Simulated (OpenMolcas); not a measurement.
Ni⁷⁺: Racah parameters, worked from levels

```
Program             : OpenMolcas 26.06
Basis               : ANO-RCC-VTZP [6s5p3d2f1g]
Scalar Hamiltonian  : DKH2, point nucleus
Active space        : 3 electrons in 10 orbitals (3d 4d)
State averaging     : 2S+1 = 4 even, 10 roots; 2S+1 = 2 even, 40 roots
Spin-orbit coupling : RASSI with atomic mean-field integrals over the reference wave functions, term energies averaged over their components
```

Methods: CASSCF; XMS-CASPT2, IPEA 0.25 Eh, imaginary shift 0.1 Eh (closed shells correlated: 3s 3p).

**Racah parameters.** Above ⁴F, d3 has ⁴P at 15B, ²G at 4B + 3C and ²H at 9B + 3C. The first two fix B and C, and the third tests them; where it misses by thousands of cm-1, two parameters do not describe the configuration (Trees and configuration-interaction terms are left out) and B and C hang on the terms chosen. Term energies are centres of gravity, weighted by 2J + 1.

| Source | ⁴P | ²G | B | C | C/B | ²H from B, C | ²H found |
| --- | --- | --- | --- | --- | --- | --- | --- |
| CASSCF | 26567 | 27296 | 1771 | 6737 | 3.80 | 36150 | 36474 |
| XMS-CASPT2 | 22894 | 25712 | 1526 | 6536 | 4.28 | 33342 | 35716 |

Energies in cm-1. From CASSCF to XMS-CASPT2, B changes by -13.8 % and C by -3.0 %.

Term energies are means over components that CASPT2 splits; among the terms shown or strongly mixed into the levels shown the widest spread is 620 cm-1 (3d³ ²H, XMS-CASPT2). Active for correlation alone: 4d; no level in the range computed is led by a configuration that fills it, so any true level of that kind is missing. Without dynamic correlation excited terms often stand tens of per cent too high (terms of higher spin than the ground term too low), and those without a measured partner can miss by more than the paired ones (holds for CASSCF). Levels of configurations outside the active space are missing.
